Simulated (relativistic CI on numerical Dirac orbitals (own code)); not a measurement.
**The 5d ions of charge 6+**

These numbers are calculated, not measured: Dirac-Coulomb-Breit CI, separate exchange-only KLI orbitals for each configuration, model QED, valence Slater integrals scaled by 0.75 (own radial code, finite nucleus).

Each species is treated in one configuration, given outside its closed core, with all valence electrons in the open shell. Radial values are for the open shell of highest l, unscaled and averaged over j; ζ includes the Breit term. Labels give the leading LS character, summed over repeated terms.

```
 Ion  Configuration  Its lowest level  LS weight (%)  ζ (cm⁻¹)  ⟨r⟩ (bohr)  ⟨r²⟩ (bohr²)       Next level  E (cm⁻¹)
Re6+             5d             ²D3/2            100      4125       1.478         2.473            ²D5/2     10343
Os6+            5d²               ³F2             87      4693       1.431         2.318              ³F3    9749.5
Ir6+            5d³             ⁴F3/2             78      5306       1.386         2.175            ⁴F5/2    7876.7
Pt6+            5d⁴               ⁵D0             53      5964       1.343         2.044              ⁵D1    7662.1
Au6+            5d⁵             ⁶S5/2             69      6669       1.303         1.925  J = 5/2 (mixed)     15393
Hg6+            5d⁶               ⁵D4             66      7423       1.265         1.815    J = 2 (mixed)    6598.2
```
